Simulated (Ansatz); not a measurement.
Reaction (substitution at a C–N bond): `CNNC` + `C[O][Sn]([OH])([O]C)[O]C` → `C[O][Sn]([O]C)([O]C)[O]C` + `CNN`

Isolated molecules relaxed with PBE0-D4/def2-TZVP in Ansatz; ΔE leaves out vibrations. CBS: MP2 limit from def2 TZ/QZ plus the TZ coupled-cluster correction, frozen cores. Functionals use def2-TZVPP. Elements past krypton have def2 core potentials. For Sn outer-core shells are correlated without core-valence functions, which leaves a few kJ/mol of doubt a bond. One conformer a species, not always the lowest.

| level | ΔE (kcal/mol) |
| --- | --- |
| RPA@PBE/def2-TZVPP | 6.8 |
| MP2/def2-SVP | 8.3 |

(1) What does CCSD(T)/CBS give? (An estimate is asked.)

Largest T1 diagnostic among the species: 0.014.

Results:

(1) Ansatz gave: +8.4 kcal/mol. The listed levels differ from it by -1.6, -0.1 kcal/mol.

In def2-TZVPP, CCSD(T) changes the Hartree–Fock value by +1.4 kcal/mol (the triples alone add +0.1 kcal/mol) and MP2 by +2.2 kcal/mol. Leaving LDA and LC-ωPBE aside and taking each functional with its dispersion term where it has one, the values, not all of them listed here, spread over 2.0 kcal/mol, from BLYP-D4 to PBE-QIDH. LDA lies +2.4 kcal/mol from PBE without D4.
